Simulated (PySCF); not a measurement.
SSn, SMILES [S]=[Sn] (connectivity only; charge and spin as stated), neutral, multiplicity 1. Atoms are numbered in the order given.

```xyz
2

Sn     0.0000     0.0000    -0.5410
S      0.0000     0.0000     1.6907
```

Coordinates come from a PBE-D3(BJ)/def2-TZVP optimisation. The def2 effective core potentials stand for the cores of Sn; spin–orbit coupling is left out.

All values below come from TDA-M06-2X/def2-TZVPD (PySCF).

Vertical excitations; the highest root listed may be one member of a degenerate set. Gas-phase values at a fixed geometry. State labels are in the subgroup C2v.

Computed excitation energies, oscillator strengths and character:
| state | symmetry | energy (eV) | λ (nm) | f | main pairs |
|---|---|---|---|---|---|
| S1 | A2 | 3.15 | 393 | 0.000 | HOMO→LUMO 49 %, HOMO−1→LUMO+1 49 % |
| S2 | A1 | 3.50 | 354 | 0.000 | HOMO−1→LUMO, HOMO→LUMO+1 (degenerate set) |
| S3 | A2 | 3.50 | 354 | 0.000 | HOMO−1→LUMO+1, HOMO→LUMO (degenerate set) |
| S4 | B1 | 3.55 | 349 | 0.027 | HOMO−2→LUMO (degenerate set) |
| S5 | B2 | 3.55 | 349 | 0.027 | HOMO−2→LUMO+1 (degenerate set) |
| S6 | A1 | 5.27 | 235 | 0.078 | HOMO→LUMO+1 34 %, HOMO−1→LUMO 34 %, HOMO−2→LUMO+3 22 % |
| S7 | B2 | 6.04 | 205 | 0.076 | HOMO→LUMO+3, HOMO→LUMO+2 (degenerate set) |
| S8 | B1 | 6.04 | 205 | 0.076 | HOMO−1→LUMO+3, HOMO−1→LUMO+2 (degenerate set) |
| S9 | B2 | 6.50 | 191 | 0.052 | HOMO→LUMO+2, HOMO→LUMO+3 (degenerate set) |
| S10 | B1 | 6.50 | 191 | 0.052 | HOMO−1→LUMO+2, HOMO−1→LUMO+3 (degenerate set) |
| T1 | B1 | 2.60 | 478 | 0 | HOMO−2→LUMO (degenerate set) |
| T2 | B2 | 2.60 | 478 | 0 | HOMO−2→LUMO+1 (degenerate set) |
| T3 | A1 | 2.72 | 457 | 0 | HOMO−1→LUMO 48 %, HOMO→LUMO+1 48 % |
| T4 | A1 | 2.97 | 417 | 0 | HOMO→LUMO+1 49 %, HOMO−1→LUMO 49 % |
Triplets are in the Tamm–Dancoff approximation.
